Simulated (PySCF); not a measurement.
C3H8GeO3, SMILES C=C[CH2][Ge]([OH])([OH])[OH] (connectivity only; charge and spin as stated), charge +1, multiplicity 2.

Geometry: PBE0-D3(BJ)/def2-SVP. The values are those of a single conformer.

All values below come from PySCF with TDA-LC-ωPBE/def2-SVPD.

Vertical excitations. Gas-phase values at a fixed geometry.

Computed excitation energies, oscillator strengths and character:
| state | energy (eV) | λ (nm) | f | main pairs |
|---|---|---|---|---|
| root 1 | 3.62 | 343 | 0.078 | β HOMO→LUMO 61 %, β HOMO−1→LUMO 10 % |
| root 2 | 4.28 | 290 | 0.019 | β HOMO−6→LUMO 55 %, β HOMO−5→LUMO 22 %, β HOMO−1→LUMO 10 % |
| root 3 | 4.49 | 276 | 0.005 | β HOMO−1→LUMO 34 %, β HOMO→LUMO 26 %, β HOMO−8→LUMO 10 %, β HOMO−2→LUMO 9 % |
| root 4 | 4.81 | 258 | 0.004 | β HOMO−2→LUMO 72 %, β HOMO−1→LUMO 14 % |
| root 5 | 4.86 | 255 | 0.002 | β HOMO−8→LUMO 56 %, β HOMO−2→LUMO 10 %, β HOMO−4→LUMO 9 % |
| root 6 | 5.30 | 234 | 0.041 | α HOMO→LUMO 11 %, β HOMO−3→LUMO 53 %, β HOMO−1→LUMO 20 % |
Unrestricted roots are not spin-pure.
